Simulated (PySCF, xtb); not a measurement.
I₃Si, SMILES I[Si](I)I (connectivity only; charge and spin as stated), charge +1, multiplicity 1.

GFN2-xTB in xtb at its own geometry gives an orbital gap of 3.14 eV.

The structure is a stationary point at B3LYP-D3(BJ)/def2-SVP. The multiplicity is an assumed one; no other spin state was optimised. The isomer is the one that the SMILES or the coordinates give; other isomers of the formula were not compared. The def2 effective core potentials stand for the cores of I; spin–orbit coupling is left out.

Q: What does B3LYP/def2-TZVP in PySCF give? (An estimate is asked for; the answer gives what the named calculation found.)

A: gap 4.17 eV (levels -12.24 and -8.07 eV).
